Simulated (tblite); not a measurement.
Write Cartesian coordinates for `CN([O])[SiH3]` [radical] as optimised with GFN2-xTB. (Doublet state.)

```
atom  x, y, z in Å
C1    -1.4241   -0.1148    0.0493
N2    -0.1366    0.4817   -0.1776
O3    -0.1102    1.6656   -0.6766
Si4    1.4654   -0.1903    0.0736
H5    -2.0638    0.5861    0.5895
H6    -1.2976   -1.0298    0.6211
H7    -1.9068   -0.3390   -0.9057
H8     2.1619    0.7148    0.9816
H9     1.2040   -1.5085    0.6532
H10    2.1166   -0.2612   -1.2308
```

Any rigid rotation of these coordinates is as good. Atoms count from 1 in this order. N2 (nitrogen bonded to C, O and Si) is planar (angles 129.5°, 117.5° and 112.9°, sum 360.0°, 0.02 Å off the plane of its three neighbours). The 4 heavy atoms lie in one plane (0.007 Å rms). Si4 (silicon bonded to N and 3 H) is distorted tetrahedral (angles from 103.8° to 113.4°).

Bonds between heavy atoms (Å): C1–N2 1.437, N2–O3 1.285, N2–Si4 1.755.

Computed geometry: GFN2-xTB, gas phase. This method treats the open shell by occupation alone, without spin polarisation.

Point group: near Cs, missed by 0.32 Å at most; the miss may be what the optimiser left on a soft mode. Its GFN2-xTB frequencies are all real (lowest 47 cm⁻¹).
